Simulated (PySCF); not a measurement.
# Working out the excitation energy of I⁺

I⁺ [Kr] 4d10 5s2 5p4 (3P) → I⁺ [Kr] 4d10 5s1 5p4 5d1 (high-spin determinant). Calculation: PySCF 2.14, in aug-cc-pVDZ-PP with ECP28MDF; scalar relativity through the core potential. Frozen: 4s2 4p6 4d10. Energies in hartree (1 hartree = 27.21139 eV):

```
             part   I⁺ (lower)   I⁺ (upper)
              UHF  -294.301268  -293.552419
MP2 opposite-spin    -0.046433    -0.039265
    MP2 same-spin    -0.015373    -0.011884
```

Task: What does Hartree-Fock give?

Result: (-293.552419) − (-294.301268) = 0.748849 hartree = 20.377 eV.

Task: What do MP2 and SCS-MP2 (6/5 opposite-spin, 1/3 same-spin) give?

Result: The opposite-spin parts differ by 0.195 eV and the same-spin parts by 0.095 eV. MP2: 20.377 + (0.195) + (0.095) = 20.667 eV. SCS-MP2: 20.377 + 1.2 × (0.195) + (0.095)/3 = 20.643 eV.

One determinant mixes LS terms, so it does not stand for a single term.

The upper state lies above the first ionisation limit, where it may autoionise and the basis confines it.

A double-zeta basis recovers only part of the correlation energy.
